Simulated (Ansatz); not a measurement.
The cluster TeAu₂⁺ was relaxed with PBE0-D4 (def2-TZVP) in Ansatz in these states: charge +1 doublet, charge +1 quartet. The geometries follow in no particular order.

In the def2 sets Au, Te take a core potential; there is no spin–orbit coupling.

A:

```xyz
3

Au   -0.8808   -1.6370    1.0330
Au    0.5210    1.8194    0.2189
Te    0.3598   -0.1823   -1.2519
```

B:

```xyz
3

Au    1.144    0.263   -1.508
Au   -1.731   -0.569    0.577
Te    0.587    0.305    0.931
```

Q: Judge from the bond lengths which geometry belongs to which state (an estimate).

A: A is the charge +1 quartet (Au1–Te3 2.979 Å, Au2–Te3 2.489 Å); B is the charge +1 doublet (Au1–Te3 2.502 Å, Au2–Te3 2.502 Å).
